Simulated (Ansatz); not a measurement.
Harmonic frequencies (cm⁻¹) at PBE0-D4/def2-TZVP from Ansatz: 103, 112, 133, 155, 160, 164, 191, 376, 429, 440, 443, 737, 785, 2711, 2711.

Each molecule was computed in one conformer, which needn't be the lowest.

(1) Which molecule is it?
A. `[SH][Ge]([SH])([Cl])[Cl]`
B. `N#[C][Ge]([F])([F])[F]`
C. `[F][Ge]([SH])([Cl])[Cl]`
D. `[F][Ge]([F])([F])[GeH3]`

## Answers

(1) A.
